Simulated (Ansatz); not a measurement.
Relaxation of Li5N2 with UKS B3LYP-D4/def2-TZVP.

```sh
$ ansatz run in.yaml --threads 4 --pin off --events-out ev --progress --plain --max-ram 3916MiB
```

```yaml
crystal:
  periodic: [false, false, false]
  atoms:
    - {symbol: Li, position_ang: [0.701280, -0.968100, 1.552450]}
    - {symbol: Li, position_ang: [2.290560, -0.323890, -0.006070]}
    - {symbol: Li, position_ang: [-0.056920, -1.425450, -0.761790]}
    - {symbol: Li, position_ang: [-1.568180, 0.621560, -1.529330]}
    - {symbol: Li, position_ang: [-1.842300, -0.234250, 0.590100]}
    - {symbol: N, position_ang: [0.817710, 0.995310, 0.098780]}
    - {symbol: N, position_ang: [-0.342150, 1.334820, 0.055860]}
basis:
  gaussian: {orbitals: def2-TZVP}
magnetization: {spin_polarized: true, initial_magnetization: 1}
hamiltonian: {xc: {name: B3LYP}, dispersion: d4}
scf: {lower_state_search: "off"}
output: {orbitals: {seedname: orbitals}}
relax: {f_tol: 0.02, max_steps: 100}
```

It took 41 s on 4 threads of Arm Neoverse V2 on a shared host.

Positions (Å) and forces (eV/Å) at steps 1, 2, 3, 4, 5, 6, 7, 8, 9, 10, 11, 12, 13, 14, 15, 16, 17, 18, 19, 20, 22, 23 of 23:

```xyz
7
step=1 energy=-4003.3846 eV
Li    0.701   -0.968    1.552   -0.189    0.037    0.787
Li    2.291   -0.324   -0.006    0.287    0.874   -0.402
Li   -0.057   -1.425   -0.762    0.096   -0.604   -0.506
Li   -1.568    0.622   -1.529    0.145    0.802   -0.478
Li   -1.842   -0.234    0.590   -0.365    0.200    0.789
N     0.818    0.995    0.099    0.377   -0.734    0.164
N    -0.342    1.335    0.056   -0.352   -0.575   -0.354
7
step=2 energy=-4003.9453 eV
Li    0.717   -0.939    1.692   -0.040    0.097    0.077
Li    2.393   -0.196   -0.061   -0.219    0.534   -0.091
Li   -0.039   -1.595   -0.866   -0.042   -0.117    0.004
Li   -1.573    0.791   -1.623    0.299    0.319    0.153
Li   -1.942   -0.170    0.703    0.056    0.165    0.091
N     0.808    0.904    0.133    0.402   -0.598    0.063
N    -0.362    1.205    0.022   -0.455   -0.400   -0.298
7
step=3 energy=-4004.2317 eV
Li    0.717   -0.860    1.716    0.004    0.186   -0.132
Li    2.411   -0.075   -0.133   -0.338    0.333    0.045
Li   -0.061   -1.655   -0.849   -0.019    0.134    0.100
Li   -1.440    0.939   -1.635    0.090    0.092    0.146
Li   -1.950   -0.134    0.752    0.094    0.160   -0.112
N     0.752    0.767    0.148    1.799   -0.870    0.189
N    -0.430    1.019    0.000   -1.630   -0.036   -0.236
7
step=4 energy=-4004.4394 eV
Li    0.718   -0.753    1.686   -0.048    0.026    0.038
Li    2.361    0.027   -0.160    0.550   -0.089   -0.095
Li   -0.072   -1.615   -0.825    0.025    0.335    0.146
Li   -1.375    1.011   -1.619   -0.011    0.042    0.001
Li   -1.932   -0.080    0.741   -0.228   -0.061    0.043
N     0.755    0.580    0.174    0.491   -0.249   -0.020
N    -0.453    0.829    0.003   -0.779   -0.004   -0.113
7
step=5 energy=-4004.6406 eV
Li    0.726   -0.686    1.708   -0.083   -0.101    0.252
Li    2.458    0.034   -0.203   -0.102    0.012    0.009
Li   -0.061   -1.430   -0.763    0.055    0.486    0.158
Li   -1.359    1.065   -1.627   -0.035    0.015    0.018
Li   -2.017   -0.089    0.754   -0.134   -0.043    0.037
N     0.745    0.436    0.158    0.283   -0.074   -0.398
N    -0.493    0.670   -0.026    0.015   -0.296   -0.077
7
step=6 energy=-4004.7584 eV
Li    0.720   -0.678    1.765   -0.120    0.084    0.030
Li    2.465    0.030   -0.229   -0.141    0.025    0.040
Li   -0.036   -1.244   -0.711   -0.003   -0.094   -0.105
Li   -1.360    1.081   -1.634   -0.002   -0.005    0.153
Li   -2.057   -0.100    0.767    0.086    0.085   -0.095
N     0.761    0.352    0.112    0.819   -0.001   -0.074
N    -0.492    0.559   -0.071   -0.638   -0.094    0.051
7
step=7 energy=-4004.8199 eV
Li    0.652   -0.587    1.802   -0.049    0.190   -0.147
Li    2.476    0.021   -0.249   -0.149    0.048    0.136
Li   -0.004   -1.250   -0.752   -0.009   -0.060   -0.090
Li   -1.370    1.129   -1.567   -0.052   -0.001    0.125
Li   -2.040   -0.105    0.762   -0.058    0.112   -0.171
N     0.782    0.310    0.089    0.620   -0.102   -0.214
N    -0.496    0.482   -0.084   -0.303   -0.188    0.361
7
step=8 energy=-4004.9417 eV
Li    0.572   -0.410    1.818   -0.072    0.283   -0.123
Li    2.492    0.020   -0.260    0.390   -0.030    0.129
Li    0.039   -1.261   -0.823    0.081   -0.326   -0.327
Li   -1.398    1.191   -1.429   -0.020    0.025    0.067
Li   -2.052   -0.088    0.716   -0.259   -0.016   -0.092
N     0.836    0.213    0.052   -0.744   -0.042   -0.533
N    -0.488    0.335   -0.074    0.624    0.106    0.879
7
step=9 energy=-4005.1505 eV
Li    0.509   -0.225    1.833   -0.183    0.347   -0.295
Li    2.544   -0.001   -0.264    0.203   -0.055    0.131
Li    0.060   -1.313   -0.940    0.052    0.108   -0.145
Li   -1.413    1.235   -1.308    0.076    0.050    0.000
Li   -2.093   -0.104    0.679   -0.146   -0.084   -0.055
N     0.863    0.143    0.022   -0.743   -0.113   -0.589
N    -0.471    0.265   -0.021    0.740   -0.254    0.952
7
step=10 energy=-4005.3504 eV
Li    0.438   -0.041    1.813   -0.048    0.274   -0.307
Li    2.589   -0.027   -0.268    0.057   -0.069    0.071
Li    0.072   -1.295   -1.037   -0.009    0.030   -0.165
Li   -1.404    1.261   -1.208    0.196    0.043    0.025
Li   -2.129   -0.140    0.658    0.049   -0.095   -0.041
N     0.886    0.058   -0.013   -0.672    0.093   -0.126
N    -0.452    0.185    0.054    0.426   -0.276    0.544
7
step=11 energy=-4005.4660 eV
Li    0.441    0.159    1.812    0.028    0.139   -0.198
Li    2.569   -0.077   -0.263    0.046   -0.048    0.023
Li    0.047   -1.272   -1.124    0.068   -0.072   -0.061
Li   -1.322    1.303   -1.139   -0.082    0.278   -0.093
Li   -2.129   -0.253    0.632   -0.029   -0.057   -0.026
N     0.860    0.017   -0.019   -0.080    0.014    0.045
N    -0.465    0.122    0.101    0.049   -0.254    0.310
7
step=12 energy=-4005.5175 eV
Li    0.443    0.352    1.788    0.001    0.067   -0.312
Li    2.568   -0.125   -0.254   -0.038   -0.017   -0.006
Li    0.063   -1.296   -1.176   -0.064    0.155    0.045
Li   -1.313    1.434   -1.071    0.270   -0.298    0.296
Li   -2.133   -0.355    0.595   -0.074    0.025   -0.034
N     0.849   -0.039   -0.024   -0.135    0.156    0.177
N    -0.476    0.028    0.142    0.039   -0.089   -0.166
7
step=13 energy=-4005.5437 eV
Li    0.424    0.519    1.740   -0.002   -0.075   -0.421
Li    2.558   -0.139   -0.253    0.031    0.011   -0.011
Li    0.074   -1.320   -1.211   -0.076    0.115    0.065
Li   -1.246    1.488   -0.931    0.202   -0.263    0.201
Li   -2.159   -0.412    0.556   -0.056    0.025   -0.005
N     0.841   -0.082   -0.039   -0.425    0.187    0.335
N    -0.492   -0.053    0.138    0.327   -0.001   -0.163
7
step=14 energy=-4005.6145 eV
Li    0.418    0.580    1.675   -0.054   -0.033   -0.158
Li    2.527   -0.076   -0.276   -0.011    0.034   -0.015
Li    0.049   -1.336   -1.203   -0.055    0.075    0.032
Li   -1.069    1.477   -0.839    0.133   -0.158    0.084
Li   -2.205   -0.451    0.536   -0.002    0.076   -0.019
N     0.804   -0.083   -0.044   -0.166    0.122    0.065
N    -0.524   -0.111    0.152    0.155   -0.115    0.010
7
step=15 energy=-4005.6657 eV
Li    0.387    0.617    1.630    0.007    0.006    0.109
Li    2.499    0.010   -0.313   -0.087    0.055   -0.016
Li    0.018   -1.326   -1.213   -0.039   -0.022    0.003
Li   -0.890    1.426   -0.781    0.122    0.012   -0.055
Li   -2.248   -0.449    0.528    0.035    0.080   -0.022
N     0.776   -0.091   -0.046   -0.110    0.144   -0.063
N    -0.543   -0.187    0.196    0.072   -0.275    0.043
7
step=16 energy=-4005.7434 eV
Li    0.371    0.606    1.637   -0.002   -0.050    0.096
Li    2.447    0.126   -0.364   -0.157    0.062   -0.002
Li   -0.011   -1.342   -1.205   -0.020   -0.037    0.050
Li   -0.699    1.385   -0.771    0.205   -0.017   -0.050
Li   -2.283   -0.431    0.519    0.060    0.087   -0.039
N     0.739   -0.081   -0.055   -0.041    0.235   -0.187
N    -0.565   -0.263    0.240   -0.046   -0.279    0.132
7
step=17 energy=-4005.8323 eV
Li    0.360    0.559    1.657   -0.035   -0.148   -0.003
Li    2.376    0.254   -0.419   -0.247    0.035    0.012
Li   -0.030   -1.382   -1.173    0.018    0.007    0.144
Li   -0.507    1.354   -0.772    0.180   -0.155    0.038
Li   -2.310   -0.399    0.506    0.160    0.045   -0.018
N     0.698   -0.060   -0.073    0.518    0.279   -0.297
N    -0.587   -0.327    0.274   -0.594   -0.062    0.124
7
step=18 energy=-4005.9106 eV
Li    0.355    0.430    1.684   -0.056   -0.277   -0.173
Li    2.266    0.381   -0.482   -0.022    0.049   -0.067
Li   -0.022   -1.445   -1.080    0.072    0.039    0.229
Li   -0.317    1.319   -0.778   -0.632    0.246   -0.103
Li   -2.311   -0.345    0.497    0.005   -0.080    0.106
N     0.657   -0.001   -0.119    1.634   -0.575    0.230
N    -0.628   -0.339    0.279   -1.000    0.598   -0.222
7
step=19 energy=-4006.0668 eV
Li    0.371    0.262    1.701   -0.037   -0.169   -0.251
Li    2.266    0.435   -0.523    0.025    0.002   -0.033
Li    0.027   -1.511   -0.963    0.036    0.127    0.214
Li   -0.351    1.336   -0.811   -0.400    0.066    0.006
Li   -2.333   -0.280    0.499    0.099   -0.082    0.047
N     0.677    0.025   -0.136    0.910   -0.376    0.208
N    -0.656   -0.267    0.233   -0.633    0.432   -0.191
7
step=20 energy=-4006.1561 eV
Li    0.385    0.072    1.670   -0.092    0.005   -0.122
Li    2.292    0.458   -0.559    0.024   -0.042    0.014
Li    0.071   -1.546   -0.795   -0.058    0.059    0.026
Li   -0.434    1.356   -0.827    0.108    0.086   -0.064
Li   -2.330   -0.235    0.496   -0.182   -0.089    0.067
N     0.709    0.052   -0.149    0.001    0.113   -0.053
N    -0.694   -0.158    0.164    0.198   -0.132    0.132
7
step=22 energy=-4006.1728 eV
Li    0.365    0.098    1.650    0.002   -0.001    0.007
Li    2.320    0.365   -0.533    0.033    0.003   -0.008
Li    0.050   -1.500   -0.793   -0.001   -0.005   -0.003
Li   -0.414    1.401   -0.857   -0.005    0.006   -0.006
Li   -2.321   -0.358    0.537   -0.033   -0.006    0.007
N     0.700    0.106   -0.163    0.007    0.002    0.002
N    -0.701   -0.112    0.159   -0.004    0.000    0.002
7
step=23 energy=-4006.1729 eV
Li    0.366    0.097    1.652   -0.001   -0.001   -0.006
Li    2.325    0.362   -0.535   -0.007   -0.001    0.001
Li    0.050   -1.498   -0.794    0.000    0.006    0.003
Li   -0.416    1.401   -0.859    0.002   -0.006    0.003
Li   -2.325   -0.360    0.537    0.007    0.001   -0.002
N     0.701    0.108   -0.162    0.003    0.001    0.000
N    -0.702   -0.110    0.161   -0.002    0.000    0.001
```

The relaxation made no stability test and no search for a lower SCF solution. The structure comes from a short search, and lower isomers may exist.
